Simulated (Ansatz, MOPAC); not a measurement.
Enthalpy of formation at 298 K: 6 cases among silicon compounds with O, N or halogens, in kcal/mol, species as SMILES. Set-up: no spin-orbit coupling; non-relativistic; 6-31G* and kin with 6d, 5d where marked; dispersion terms only where a functional's name holds one; open shells spin-unrestricted; valence correlation only. Basis-set limits of correlation are two-point, X^-3; Hartree-Fock from the larger set (for Q and 5 zeta extrapolated as (X+1)exp(-9√X)). Ab initio and DFT rows: single points at B3LYP-D3(BJ) geometries (Ansatz, a first-principles code), with unscaled harmonic terms from B3LYP/6-31G* (Ansatz) at its own minima, enthalpies of formation by atomisation with measured atoms. Semi-empirical rows: MOPAC heats of formation at their own minima for 298 K.

Coupled cluster (Ansatz) is a level with limits of its own, used here on species with T1 under 0.025 (0.045 for open shells) and stable references: (a) CCSD(T)/CBS(aug-cc-pV(T+d)Z,aug-cc-pV(Q+d)Z); (b) CCSD(T)/CBS(cc-pV(T+d)Z,cc-pV(Q+d)Z); (c) CCSD(T)/CBS(cc-pV(Q+d)Z,cc-pV(5+d)Z).

```tsv
species	atoms	coupled cluster	difference of PM3 (MOPAC)	difference of PM6 (MOPAC)	difference of BLYP/6-31G* (Ansatz)	difference of B3LYP/6-31+G* (Ansatz)	difference of PBE/def2-TZVPD (Ansatz)	difference of r2SCAN-D4/def2-TZVPD (Ansatz + dftd4)
O[Si](O)(F)F [difluoro(dihydroxy)silane]	7	-358.8 (c)	5.0	10.9	36.3	52.8	6.5	10.0
O[Si](O)(O)[SiH3] [trihydroxy(silyl)silane]	11	-229.1 (a)	3.7	-11.7	50.6	51.6	11.1	9.6
N[Si](N)(N)Cl	11	-111.8 (a)	9.5	17.7	42.1	37.6	-6.2	10.0
C[Si](C)(O)O [dihydroxy(dimethyl)silane]	13	-185.3 (b)	3.7	1.5	41.8	41.7	0.1	4.6
[SiH3]OCCO[SiH3] [2-silyloxyethoxysilane]	16	-118.2 (b)	1.0	-18.9	35.2	35.0	5.6	5.5
CC[Si](N)(N)N [triaminosilylethane]	17	-79.7 (b)	3.8	16.8	44.6	37.0	-12.3	9.2
```

```
level                                  cases  mean signed difference  mean absolute difference  median absolute difference  largest absolute difference
-------------------------------------  -----  ----------------------  ------------------------  --------------------------  ---------------------------
PM3 (MOPAC)                                6                    4.45                      4.45                        3.75                          9.5
PM6 (MOPAC)                                6                    2.72                     12.92                       14.25                         18.9
BLYP/6-31G* (Ansatz)                       6                   41.77                     41.77                       41.95                         50.6
B3LYP/6-31+G* (Ansatz)                     6                   42.62                     42.62                       39.65                         52.8
PBE/def2-TZVPD (Ansatz)                    6                    0.80                      6.97                        6.35                         12.3
r2SCAN-D4/def2-TZVPD (Ansatz + dftd4)      6                    8.15                      8.15                        9.40                         10.0
```

PM3 lies above in 6 of 6 cases and within 2 kcal/mol in 1; mean signed difference 4.45 kcal/mol, mean absolute 4.45 kcal/mol (6.07 over the 3 cases of up to 11 atoms, 2.83 over the larger). These figures hold for the species listed.

How the rows were picked: cases drawn at random among the computed members of the class with clean coupled-cluster diagnostics. The batch they came from held 38 cases of this property in the class: 3 with a tabulated value, 34 with clean coupled cluster alone, 1 with neither, which enter no statistics. The levels are drawn from those run on every case listed, the commonest habits more often. No case is left out for the size of its miss. Left out are saddle points of the reference geometry, anions that the best level run finds unbound, excited spin states, species near biochemistry, 298 K rows of species without real B3LYP wavenumbers, cases with under five habitual levels, runs that failed or that the program found above a lower state of the same kind, table entries that another table contradicts, and a share of species set aside by lot.
